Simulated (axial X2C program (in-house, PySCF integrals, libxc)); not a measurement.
# Density and ELF of AlTe

Calculated with an axial X2C code built on PySCF integrals. Two-component (2c) means X2C with spin–orbit coupling and atomic mean-field two-electron Coulomb and Gaunt terms. Basis: Te dyall-cv3z [11s12p8d4f1g], Al dyall-v3z [8s8p2d1f] (cores contracted in-house); Gaussian nuclei, density fitting, unrestricted open shells. Masses: Te 129.906 u, Al 26.982 u.

PBE0, two-component, state Ω = 1/2 (⟨Sz⟩ = 0.44, ⟨Lz⟩ = 0.06 at PBE0); Te at z = 0, Al at z = 2.406 Å.

The maps cover the half plane through the axis: z from -2.4 to 4.8 Å along the bond, ρ from 0.15 to 2.25 Å away from it (steps of 0.3 Å, the bottom row nearest the axis).

log10 of the density in e/bohr³:

digits 0 to 9 span -4.26 to 1.83 evenly
```
0011122222222222211111000
0011223333332222222221100
0112233333333333333222110
1122334444443333333332211
1223344555444444444333221
1233445565554444444433221
1233456777655445654443322
1234456898655457875443322
```

Electron localisation function (collinear form, no current term, damped to 0 at low density):

digits 0 to 9 span 0.00 to 1.00 evenly
```
0000124444432211112210000
0001356666554322345554200
0013567777765444578888620
0024677777776655689999862
0135777555676664468999985
0246763222357630004999997
0246642676236503740799998
0246634575426418381499998
```

Axial spin density in 10⁻³ e/bohr³:

digits 0 to 9 span -5.59 to 5.59 evenly, values beyond are clipped
```
5555554444444444555555555
5555555444444444555555555
5555555444444444556665555
5555555444555444577776555
5556776434676534699997655
5567999535999633699999765
5568999444999944479999865
5579997909799964999999865
```

The state is one determinant whose occupation by symmetry is held fixed; it was picked as the lowest of a PBE0 search that is not exhaustive. Density functionals use the spin component along the axis (collinear). The stretched end of a curve changes character and is left out.
